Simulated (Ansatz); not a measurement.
Program: Ansatz. Geometries: PBE0-D4/def2-TZVP. ΔE: electronic, gas phase. CBS: MP2 limit from def2 TZ/QZ plus the TZ coupled-cluster correction, frozen cores. This one scheme is used for every species. DFT in def2-TZVPP. B3LYP here is the variant with VWN-RPA as its local correlation; programs differ in this. Each species was taken in one conformer, which may not be the lowest.

`FC(F)(F)O[SiH](Cl)Cl` + `OBCl` → `FC(F)(F)OBCl` + `O[SiH](Cl)Cl`  (substitution at a C–O bond)

| level | ΔE (kJ/mol) |
| --- | --- |
| B3LYP-D4 | 10.1 |
| r2SCAN | 7.9 |
| MP2/def2-TZVPP | 7.7 |
| CCSD(T)/def2-TZVPP | 7.2 |

**Question.** What does CCSD(T)/CBS give? (Best estimate.)

**Answer.** Computed: +7.7 kJ/mol. The listed levels differ from it by 2.4, 0.2, 0.0, -0.5 kJ/mol.

Largest T1 diagnostic among the species: 0.012.

In def2-TZVPP, CCSD(T) changes the Hartree–Fock value by +3.7 kJ/mol (the triples alone add +0.6 kJ/mol) and MP2 by +4.1 kJ/mol. The D4 term adds +4.0 kJ/mol with B3LYP and +2.4 kJ/mol with PBE0; it sums over pairs of atoms, weighted by their polarisabilities, and B3LYP, whose exchange is more repulsive, gets the larger term.
